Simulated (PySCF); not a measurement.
**Ionising SbF**

UHF-MP2; PySCF, scalar-relativistic core potentials, basis sets Sb def2-TZVPPD with ECP28, F def2-TZVPPD. Neutral (UHF): triplet (π ↑↑), Re = 1.927 Å, ωe = 603 cm⁻¹, De = 4.11 eV.

SbF⁺ (UHF): doublet (π ↑), Re = 1.850 Å, ωe = 724 cm⁻¹, De = 4.41 eV to Sb⁺ + F. The energies at the minima are -339.32618 hartree for SbF and -339.00237 for SbF⁺.

(1) Work out the adiabatic ionisation energy, without and with harmonic zero-point energies (1 hartree = 27.2114 eV, 1 eV = 8065.5 cm⁻¹), and the change of the bond length.

SbF⁻ (UHF): doublet (π ↑), Re = 2.018 Å, ωe = 482 cm⁻¹, De = 1.38 eV to Sb + F⁻. The energies at the minima are -339.32618 hartree for SbF and -339.35723 for SbF⁻.

(2) Work out the adiabatic electron affinity, without and with harmonic zero-point energies (1 hartree = 27.2114 eV, 1 eV = 8065.5 cm⁻¹), and the change of the bond length.

Correlated steps freeze 5 core orbitals. These are scalar-relativistic numbers at best; spin–orbit coupling would shift them, the dissociation energy most. For an ion De counts to the pair picked by the measured ionisation energies or electron affinities, which need not be the lowest pair at this level. States were picked by a PBE0 search and need not be the measured ground states.

## Answers

(1) At UHF-MP2: 0.32381 hartree = 8.811 eV between the minima; the zero-point term (724.0 − 603.0)/2 cm⁻¹ = +0.008 eV makes it 8.819 eV. Re changes by -7.7 pm against the neutral. The electron leaves a π orbital, and the shorter bond of the ion fits an antibonding orbital, or a change in how ionic the bond is.

(2) At UHF-MP2: 0.03105 hartree = 0.845 eV between the minima; the zero-point term (603.0 − 482.0)/2 cm⁻¹ = +0.008 eV makes it 0.852 eV. Re changes by +9.1 pm against the neutral. The electron enters a π orbital, and the longer bond of the ion fits an antibonding orbital, or a change in how ionic the bond is.
